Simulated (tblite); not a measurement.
Compound: C₇H₁₇NSi.
Structure used (GFN2-xTB), in Å, numbered top down from 1:
```
atom  x, y, z in Å
C1     3.4706   -1.5783    0.4589
C2     2.4114   -0.5980    0.0757
C3     1.3210   -0.8831   -0.6223
Si4   -0.0461    0.3271   -1.0673
C5    -1.4543    0.2658    0.2152
C6    -1.8844   -1.1628    0.5338
C7    -2.9930   -1.2130    1.5791
N8     0.6621    1.8978   -0.9994
C9    -0.0893    3.1241   -1.1245
H10    4.4371   -1.2650    0.0638
H11    3.2399   -2.5713    0.0798
H12    3.5617   -1.6284    1.5441
H13    2.5801    0.4163    0.4140
H14    1.1783   -1.9092   -0.9407
H15   -0.6011   -0.0603   -2.3858
H16   -1.1340    0.7510    1.1392
H17   -2.3237    0.8199   -0.1442
H18   -2.2284   -1.6503   -0.3809
H19   -1.0211   -1.7235    0.8981
H20   -3.2989   -2.2401    1.7688
H21   -3.8627   -0.6528    1.2411
H22   -2.6504   -0.7785    2.5163
H23    1.5796    1.9899   -1.4093
H24    0.4598    3.9480   -0.6634
H25   -1.0390    3.0083   -0.6088
H26   -0.2962    3.3892   -2.1680
```

Level: GFN2-xTB in tblite, geometry and Hessian alike; calculated harmonic values, unscaled, isolated species. The method is semi-empirical: single wavenumbers can be off by several per cent or more. Modes of hydrogen on silicon can be 10 to 20 % off. One conformer, not necessarily the lowest.

Harmonic wavenumbers (cm⁻¹): 30.3, 50.9, 66.8, 81.7, 95.3, 99.5, 146.1, 162.7, 166.4, 207.0, 234.5, 255.1, 285.6, 312.6, 349.4, 425.5, 545.5, 655.8, 660.8, 700.8, 708.3, 743.1, 808.4, 833.9, 843.6, 953.5, 988.2, 1011.5, 1013.8, 1041.7, 1064.9, 1078.2, 1098.7, 1111.1, 1120.7, 1159.8, 1231.0, 1247.5, 1248.9, 1288.4, 1304.3, 1354.9, 1366.1, 1397.8, 1414.1, 1420.8, 1478.6, 1484.1, 1486.2, 1492.8, 1502.8, 1505.5, 1505.8, 1508.7, 1694.4, 2091.2, 2899.6, 2958.5, 2967.3, 2970.7, 2977.0, 2982.8, 2991.8, 3006.8, 3022.3, 3024.1, 3027.4, 3030.6, 3034.2, 3039.3, 3054.3, 3440.9.

A = 1181, B = 875.5, C = 553.4 MHz; mass 143.113 u (most abundant isotopes); point group C1, symmetry number 1.

Task: Zero-point energy?

Result: ½Σν̃ = 49282 cm⁻¹ = 140.90 kcal/mol.

Task: Give the ideal-gas entropy at 298.15 K and 1 bar in the rigid-rotor, harmonic-oscillator model (classical rotation).

Result: Translation 40.81, rotation 30.71, vibration 47.80: S = 119.3 cal/(mol K).

Task: And Cp and H(298.15 K) − H(0)?

Result: Cp = 49.89 cal/(mol K), of which vibrations give 41.95 (their classical limit is 72 R = 143.1); H(298.15 K) − H(0) = 9.36 kcal/mol without the zero-point energy, 6.99 from vibrations.

Task: How do the functions run with temperature in this model?

Result: 
```csv
T (K),S (cal/(mol K)),Cp (cal/(mol K)),H − H(0) (kcal/mol),G − H(0) (kcal/mol),ln q(vib)
50,64.1,18.1,0.61,-2.59,1.23
100,79.6,26.9,1.76,-6.20,3.59
373.15,131.5,59.2,13.45,-35.63,15.16
500,150.9,73.7,21.91,-53.56,19.84
750,185.2,95.2,43.20,-95.68,28.51
1000,214.7,109.8,68.95,-145.75,36.51
```

q(vib) and H(0) count from the zero-point level.

Task: Which modes carry the vibrational entropy at 298.15 K?

Result: 30.3 cm⁻¹: 5.81; 50.9 cm⁻¹: 4.78; 66.8 cm⁻¹: 4.25; 81.7 cm⁻¹: 3.85; 95.3 cm⁻¹: 3.55; 99.5 cm⁻¹: 3.46 cal/(mol K); the other 66 give 22.10 together.

Task: What must be added to the electronic energy to get the Gibbs energy at 298.15 K and 1 bar?

Result: ZPE + [H(298.15 K) − H(0)] − T·S = 140.90 + 9.36 − 35.57 = 114.69 kcal/mol.

Hindered rotation and anharmonicity are outside this model. Other conformers, if any are populated, would add a mixing term that is left out. The structure is chiral; the term R ln 2 for an equal mix with its mirror image is left out.
